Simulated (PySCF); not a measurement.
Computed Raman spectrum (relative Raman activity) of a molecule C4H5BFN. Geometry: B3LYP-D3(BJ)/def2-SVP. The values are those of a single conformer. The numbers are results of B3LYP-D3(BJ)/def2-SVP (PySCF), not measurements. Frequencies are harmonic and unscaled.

```csv
ν (cm⁻¹),relative intensity
202,2.5
255,4.6
537,4.8
1373,11
1405,33
1445,9.9
1462,12
1717,71
2175,100
2950,21
2965,94
3071,92
3088,66
3457,17
```

Problem. Pick the molecule that these values belong to.
A) FCB1C=CN=C1
B) C#CB(F)/C=N/C
C) C=CN1C=CB1F
D) CC1=CN=CB1F

Solution. B, C#CB(F)/C=N/C
